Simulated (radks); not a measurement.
Results of a calculation; reference values are marked as such.
Cd+, configuration [Kr] 4d10 5s1. Code: a radial shooting solver on a logarithmic mesh with Libxc functionals. Model: scalar-relativistic Kohn-Sham, SOGGA, spin-polarised, spherical densities, finite nucleus; open shells are filled with parallel spins first (spin-orbit coupling, left out, can overturn this in heavy ions); Fermi nuclear charge, rms radius 4.6087 fm.

Radial electron density D(r) = 4 pi r^2 rho(r):

```
   r/bohr * D(r) (the largest magnitude, 77.6, reaches the edge; | marks zero)
 0.001048 |*
 0.001409 | *
 0.001895 |  *
 0.002548 |    *
 0.003398 |      *
 0.004568 |           *
 0.006142 |                *
 0.008258 |                        *
   0.0111 |                                *
  0.01493 |                                       *
  0.02007 |                                           *
  0.02677 |                                         *
  0.03599 |                                     *
  0.04838 |                                      *
  0.06505 |                                             *
  0.08746 |                                                      *
   0.1176 |                                                  *
   0.1581 |                                       *
   0.2109 |                                      *
   0.2835 |                                            *
   0.3811 |                                *
   0.5124 |               *
    0.689 |            *
   0.9263 |             *
    1.245 |        *
    1.661 |   *
    2.233 |*
    3.002 *
    4.037 *
    5.427 *
    7.297 *
```

D(r) has 4 maxima, at r = 0.0214, 0.0940, 0.279, 0.841 bohr, and minima at 0.0419, 0.183, 0.621 bohr, inside which lie 2.00, 11.15, 29.03 electrons.
